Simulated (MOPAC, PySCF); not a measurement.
C$_{2}$H$_{9}$GaSi, SMILES `[SiH3][Ga]([CH3])[CH3]`, neutral singlet in the gas phase. 

Z-matrix (Å, degrees):
```
Ga
C 1 1.9877
H 2 1.0969 1 113.11
H 2 1.1002 3 109.21 1 123.17
H 2 1.1020 3 108.29 4 116.15
C 1 1.9885 2 119.25 3 168.03
H 6 1.0981 1 112.18 2 10.53
H 6 1.0995 7 109.17 1 -123.55
H 6 1.1016 7 108.34 8 -115.98
Si 1 2.4323 2 121.33 3 -13.20
H 10 1.5003 1 113.36 2 26.81
H 10 1.5006 11 107.37 1 -125.55
H 10 1.5034 11 106.63 12 -113.85
```
Charge 0, multiplicity 1.

All levels are single points at this geometry (PBE-D3(BJ)/def2-TZVP); Pople sets use spherical d functions. Orbital energies aren't observables, and empty levels follow the basis.

B3LYP/6-311+G** (LANL2DZ on Ga) in PySCF gives HOMO (eV) = -7.01.

Task: Estimate the HOMO (eV) from each of these levels: PBE-D3(BJ)/def2-TZVP in PySCF; B3LYP/6-31G* in PySCF; B3LYP/LANL2DZ in PySCF; M06-2X/6-31G* in PySCF; PBE/6-31G* in PySCF; SVWN5/6-31G* in PySCF; HF/3-21G in PySCF; PM6 in MOPAC.

Result: 
```json
[
 {"level": "PBE-D3(BJ)/def2-TZVP in PySCF", "HOMO (eV)": "-6.04"},
 {"level": "B3LYP/6-31G* in PySCF", "HOMO (eV)": "-6.74"},
 {"level": "B3LYP/LANL2DZ in PySCF", "HOMO (eV)": "-7.00"},
 {"level": "M06-2X/6-31G* in PySCF", "HOMO (eV)": "-7.98"},
 {"level": "PBE/6-31G* in PySCF", "HOMO (eV)": "-5.88"},
 {"level": "SVWN5/6-31G* in PySCF", "HOMO (eV)": "-5.95"},
 {"level": "HF/3-21G in PySCF", "HOMO (eV)": "-9.51"},
 {"level": "PM6 in MOPAC", "HOMO (eV)": "-9.44"}
]
```
